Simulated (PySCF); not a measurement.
## Assigning NMR signals

Geometry:
```json
{"atom": "C1", "x (Å)": "3.003", "y (Å)": "-0.176", "z (Å)": "-0.023"}
{"atom": "C2", "x (Å)": "1.847", "y (Å)": "-1.171", "z (Å)": "0.067"}
{"atom": "O3", "x (Å)": "0.627", "y (Å)": "-0.697", "z (Å)": "-0.450"}
{"atom": "C4", "x (Å)": "0.021", "y (Å)": "0.346", "z (Å)": "0.299"}
{"atom": "Si5", "x (Å)": "-1.758", "y (Å)": "0.540", "z (Å)": "-0.377"}
{"atom": "N6", "x (Å)": "-2.522", "y (Å)": "-0.943", "z (Å)": "0.056"}
{"atom": "N7", "x (Å)": "-2.751", "y (Å)": "1.751", "z (Å)": "0.349"}
{"atom": "H8", "x (Å)": "2.845", "y (Å)": "0.665", "z (Å)": "0.647"}
{"atom": "H9", "x (Å)": "3.929", "y (Å)": "-0.672", "z (Å)": "0.255"}
{"atom": "H10", "x (Å)": "3.091", "y (Å)": "0.197", "z (Å)": "-1.041"}
{"atom": "H11", "x (Å)": "2.076", "y (Å)": "-2.058", "z (Å)": "-0.533"}
{"atom": "H12", "x (Å)": "1.713", "y (Å)": "-1.483", "z (Å)": "1.116"}
{"atom": "H13", "x (Å)": "0.598", "y (Å)": "1.274", "z (Å)": "0.198"}
{"atom": "H14", "x (Å)": "0.023", "y (Å)": "0.082", "z (Å)": "1.365"}
{"atom": "H15", "x (Å)": "-1.682", "y (Å)": "0.916", "z (Å)": "-1.794"}
{"atom": "H16", "x (Å)": "-1.992", "y (Å)": "-1.783", "z (Å)": "-0.110"}
{"atom": "H17", "x (Å)": "-3.482", "y (Å)": "-1.081", "z (Å)": "-0.218"}
{"atom": "H18", "x (Å)": "-3.105", "y (Å)": "1.585", "z (Å)": "1.277"}
{"atom": "H19", "x (Å)": "-2.490", "y (Å)": "2.718", "z (Å)": "0.250"}
```

Method: NMR shieldings at PBE0/pcSseg-1/GIAO, coordinates at the GFN2-xTB level, in PySCF (a single conformation, fast rotation and ring inversion assumed for equivalent nuclei, no relativistic terms, in vacuum).

Scale: $^{13}$C (σref 186.93) and $^{1}$H (σref 31.72) against TMS (reference shieldings calculated alike).

**Question.** Assign these signals to the numbered atoms. $^{13}$C{$^{1}$H} NMR (computed): δ 72.9 (CH2), 65.5 (CH2), 14.7 (CH3).

**Answer.** 
```tsv
δ (ppm)	atoms	environment	reason
72.9	C2	sp3 CH2 bonded to O	deshielded by the electronegative neighbour
65.5	C4	sp3 CH2 bonded to O and Si	the inductive effect lowers its shielding
14.7	C1	methyl carbon	a saturated carbon with 1 carbon neighbour and no heteroatom attached
```

**Question.** Assign these signals to the numbered atoms. $^{1}$H NMR (600 MHz, computed): δ 5.15 (t, 1H), 3.75 (q, 2H), 2.93 (d, 2H), 1.16 (t, 3H), 0.34 (br s, 4H).

**Answer.** 
5.15 → H15, hydrogen on a silicon bonded to C, 2 N
3.75 → H11/H12, hydrogen on an sp3 CH2 bonded to O: its carbon carries O, which withdraws density
2.93 → H13/H14, hydrogen on an sp3 CH2 bonded to O and Si: its carbon carries O, an electronegative neighbour
1.16 → H8/H9/H10, hydrogen on a methyl carbon
0.34 → H16/H17/H18/H19, hydrogen on a nitrogen bonded to Si: labile proton, position sensitive to the medium

The OH or NH signal is concentration- and solvent-dependent in practice; the value given is the gas-phase one. Shifts are as computed. Against solution values, carbons near 30 ppm lie about +3 ppm off and those near 130 ppm about +5 ppm. Of 1309 compounds with measured shifts, 239 miss one by over three times the rms of a fit or turn the order of signals round; such compounds aren't used in these exercises. Multiplicities follow the n + 1 count of equivalent neighbours, as no J values were calculated; m marks all less simple cases, F and P coupling included.
